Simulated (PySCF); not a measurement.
These are B3LYP-D3(BJ)/def2-TZVP // PBE-D3(BJ)/def2-SVP (PySCF) values and carry that method's errors. Isolated molecules, 0 K electronic values unless said otherwise. One relaxed conformer stands for a flexible species; it need not be the lowest. B3LYP has the VWN-RPA correlation part, as in Gaussian. 

Reference species: [W(OH)(NH2)5] (neutral, multiplicity 1).

| Property | Result |
|---|---|
| mean distance from the central atom to its bonded neighbours | 2.007 Å |
| LUMO | -1.69 eV |

Changed species: [W(OH)5(NH2)] (1 of 6 OH replaced by NH2; the reference has 5 of 6 OH replaced by NH2).

Q: What does the change do to the mean distance from the central atom to its bonded neighbours and LUMO?

A: the mean distance from the central atom to its bonded neighbours falls by 0.054 Å, to 1.953 Å; the LUMO falls by 1.05 eV, to -2.74 eV.
